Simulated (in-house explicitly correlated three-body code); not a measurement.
Results of a calculation; reference values are marked as such.
## Two electrons around a charge Z: the exact Kohn-Sham energy parts

The exact non-relativistic ground state comes from a variational code in 260 exponentially correlated functions, the Kohn-Sham parts from inverting its density (past Z = 6 the correlation energy is taken as exact minus Hartree-Fock, equal to within microhartrees), and self-consistent runs (Hartree-Fock is restricted) from a B-spline radial code. Z may be fractional; the second electron is bound down to Z = 0.911.

E_c tends to a constant and T_c to −E_c as Z grows.

```csv
Z,E (Eh),E_x (Eh),E_c (mEh),T_c (mEh),−T_c/E_c,binding (eV)
0.96,-0.474810,-0.34944,-43.45,27.01,0.622,0.3812
1.095,?,?,?,?,?,?
1.245,-0.924219,-0.54673,-40.48,31.29,0.773,4.06
1.44,-1.326257,-0.67156,-40.83,33.15,0.812,7.877
1.56,-1.611503,-0.74760,-41.12,34.08,0.829,10.74
1.84,-2.389049,-0.92405,-41.78,35.84,0.858,18.95
2.14,?,?,?,?,?,?
2.4,-4.414296,-1.27539,-42.79,38.21,0.893,41.75
2.64,-5.474172,-1.42571,-43.11,38.94,0.903,54.13
3.02,-7.387830,-1.66358,-43.53,39.87,0.916,76.94
```

Task: What belongs in the row Z = 1.095?

Result: E (Eh): -0.666968; E_x (Eh): -0.44786; E_c (mEh): -40.74; T_c (mEh): 29.43; −T_c/E_c: 0.722; binding (eV): 1.836.

Task: What belongs in the row Z = 2.14?

Result: E (Eh): -3.396043; E_x (Eh): -1.11241; E_c (mEh): -42.37; T_c (mEh): 37.25; −T_c/E_c: 0.879; binding (eV): 30.1.

Task: Where is correlation strongest relative to exchange?

Result: E_c/E_x falls from 0.124 at Z = 0.96 to 0.0262 at Z = 3.02, since exchange grows as Z while correlation stays near −0.045 hartree. The smaller −T_c/E_c at low Z marks the more static, in-out correlation of a loosely bound pair.
